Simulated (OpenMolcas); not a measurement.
Computed levels of 3s² 3p in ions with 13 electrons, in cm-1 above ²P°_1/2.

| Quantity | Value |
| --- | --- |
| Program | OpenMolcas 26.06 |
| Method | CASSCF |
| Basis | ANO-RCC-VQZP |
| Scalar Hamiltonian | DKH2, point nucleus |
| Spin-orbit coupling | state interaction with AMFI integrals over the reference wave functions, term energies averaged over their components |

Active space for each ion: 1 electron in 3 orbitals (3p).

```tsv
Level	P2+	S3+	Ar5+
²P°_3/2	494	860	2056
```

Task: Estimate ²P°_3/2 for Cl4+ from its neighbours S3+ and Ar5+.

Result: ²P°_3/2 is fine structure, which grows about as the fourth power of a screened charge, so the fourth roots are averaged: ((860^0.25 + 2056^0.25) / 2)^4 = 1362. The calculation gives 1370, so the estimate is off by -0.6 %.

With one active electron the reference holds no correlation, so core polarisation is missing. Levels of configurations outside the active space are missing.

° marks odd parity.
